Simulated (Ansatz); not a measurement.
`[OH][Zn][N]([SiH3])[SiH3]` + `NB(O)[TeH]` → `[NH2][Zn][N]([SiH3])[SiH3]` + `OB(O)[TeH]`  (redistribution)

Gas-phase electronic energies from Ansatz, PBE0-D4/def2-TZVP geometries. CBS: MP2 limit from def2 TZ/QZ plus the TZ coupled-cluster correction, frozen cores. Functionals use def2-TZVPP. B3LYP here is the variant with VWN-RPA as its local correlation; programs differ in this. HSE06 is defined as in plane-wave codes. def2 core potentials past Kr. For Te, Zn outer-core shells are correlated without core-valence functions, which leaves a few kJ/mol of doubt a bond. Scalar relativity is left out up to krypton. One conformer a species, not always the lowest.

```
             level  ΔE (kJ/mol)  difference from CCSD(T)/CBS
         revPBE-D4         -1.8                         -3.1
           BLYP-D4          0.0                         -1.3
         r2SCAN-D4         -4.3                         -5.6
            B97M-V         -2.1                         -3.4
           PBE0-D4         -2.1                         -3.4
          B3LYP-D4          0.2                         -1.1
        r2SCAN0-D4         -3.3                         -4.6
          HSE06-D4         -2.2                         -3.5
          BHLYP-D4          1.6                          0.3
      CAM-B3LYP-D4          0.7                         -0.6
           ωB97X-V          0.3                         -1.0
            B2PLYP         -0.1                         -1.4
          PBE-QIDH         -1.3                         -2.6
               PBE         -3.1                         -4.4
              BLYP         -0.7                         -2.0
            r2SCAN         -4.2                         -5.5
              PBE0         -2.2                         -3.5
             B3LYP         -0.2                         -1.5
           r2SCANh         -3.8                         -5.1
           r2SCAN0         -3.2                         -4.5
             HSE06         -2.3                         -3.6
             BHLYP          1.4                          0.1
         CAM-B3LYP          0.5                         -0.8
           LC-ωPBE          0.5                         -0.8
RPA@PBE/def2-TZVPP         -1.8                         -3.1
       HF/def2-SVP          4.5                          3.2
      MP2/def2-SVP         -1.0                         -2.3
     CCSD/def2-SVP          0.5                         -0.8
  CCSD(T)/def2-SVP         -1.3                         -2.6
     HF/def2-TZVPP          3.6                          2.3
    MP2/def2-TZVPP         -1.7                         -3.0
SCS-MP2/def2-TZVPP         -0.2                         -1.5
   CCSD/def2-TZVPP         -0.4                         -1.7
CCSD(T)/def2-TZVPP         -1.9                         -3.2
     HF/def2-QZVPP          5.3                          4.0
    MP2/def2-QZVPP          0.7                         -0.6
SCS-MP2/def2-QZVPP          2.1                          0.8
      HF/CBS(def2)          5.5                          4.2
     MP2/CBS(def2)          1.5                          0.2
    CCSD/CBS(def2)          2.8                          1.5
       CCSD(T)/CBS          1.3                            0
```

Largest T1 diagnostic among the species: 0.016.

Leaving LDA and LC-ωPBE aside and taking each functional with its dispersion term where it has one, the values spread over 5.9 kJ/mol, from r2SCAN-D4 to BHLYP-D4. In def2-TZVPP, CCSD(T) changes the Hartree–Fock value by −5.5 kJ/mol (the triples alone add −1.5 kJ/mol) and MP2 by −5.3 kJ/mol.

CCSD(T)/CBS has its own doubt, a few kJ/mol and more with outer-core shells, so smaller differences from it don't rank the levels.
